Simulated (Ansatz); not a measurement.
`O=CCCBr` + `C=N` → `C=NC=O` + `CCBr`  (substitution at a C–C bond)

Computed with Ansatz on PBE0-D4/def2-TZVP structures; ΔE is electronic, products minus reactants. CBS: MP2 limit from def2 TZ/QZ plus the TZ coupled-cluster correction, frozen cores. This one scheme is used for every species. Functionals use def2-TZVPP. For Br outer-core shells are correlated without core-valence functions, which leaves a few kJ/mol of doubt a bond. Scalar relativity is left out up to krypton. Each species was taken in one conformer, which may not be the lowest.

CCSD(T)/CBS gives -0.20 eV.

Q: Another level gave -0.36 eV. Which?
A. CCSD/def2-TZVPP
B. ωB97M-V/def2-TZVPP
C. PBE/def2-TZVPP
D. PBE0-D4/def2-TZVPP

A: C. PBE -0.36, ωB97M-V -0.24, CCSD/def2-TZVPP -0.19, PBE0-D4 -0.29 eV.

Largest T1 diagnostic among the species: 0.016.

In def2-TZVPP, CCSD(T) changes the Hartree–Fock value by +0.07 eV (the triples alone add −0.01 eV) and MP2 by +0.05 eV. From PBE to PBE0 (25 % exact exchange), in def2-TZVPP and without D4, ΔE moves by +0.04 eV.
